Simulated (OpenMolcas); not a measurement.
Ru5+ among 4 point charges of -1.3 e arranged as a tetrahedron (Td), 2 Å from the ion.

```json
{
 "Program": "OpenMolcas",
 "Method": "SS-CASPT2, IPEA 0.25 Eh, imaginary shift 0.1 Eh (closed shells correlated: 4s 4p)",
 "Basis": "ANO-RCC-VDZP [6s5p3d1f]",
 "Scalar Hamiltonian": "DKH2, point nucleus",
 "Active space": "3 electrons in 5 orbitals (4d)",
 "State averaging": "2S+1 = 4 even, 10 roots; 2S+1 = 2 even, 40 roots",
 "Spin-orbit coupling": "state interaction with AMFI integrals over the reference wave functions"
}
```

**Question.** What is the spin-free ground state (labels of Td)?

**Answer.** 4T1, 3-fold in its orbital part, 100 % from free-ion F terms; it has the highest spin that d3 allows.

**Question.** Where is the first state of the same spin?

**Answer.** 4T2 at 1160 cm-1 above the ground state.

**Question.** What are the lowest two levels with spin-orbit coupling?

**Answer.** A 4-fold level Γ8, then a 2-fold level Γ7 1120 cm-1 above it. Their leading multiplicities are 4 (98 %) and 4 (99 %).

**Question.** What is χT at 300 K, and how does it compare with the textbook value?

**Answer.** The lowest level has 2S+1 = 4, for which the spin-only value is χT = S(S+1) / 2 = 1.875 cm3 K/mol (g = 2). The computed 0.190 at 300 K differs by -1.685, through orbital momentum, spin-orbit coupling and any other state in reach. With a threefold ground state the orbital momentum is unquenched, so the spin-only value is not expected to hold.

Roots that are degenerate in the reference are averaged as groups; the widest CASPT2 spread within a group is 220 cm-1 (the 3-fold group of multiplicity 4 near 1160 cm-1 above the lowest state of its run). Shifts and gaps below about the spread of the groups concerned are not significant. Spin-orbit coupling mixes the spin-free states strongly: the lowest level takes only 68 % from its leading state, 4T1. Point charges give a weaker field than real ligands, and real ions of this kind are as a rule low spin; the high spin found here belongs to the model. The ground term spreads over less than 5000 cm-1, several times less than with real ligands, so orbital moments are less quenched and χT lies further from the spin-only value than at real sites. Free-ion shares, where given, are those of the reference states; single-state CASPT2 does not remix them. Point charges carry no covalency, so the field is a model and not that of real ligands. No measured value stands beside these numbers.
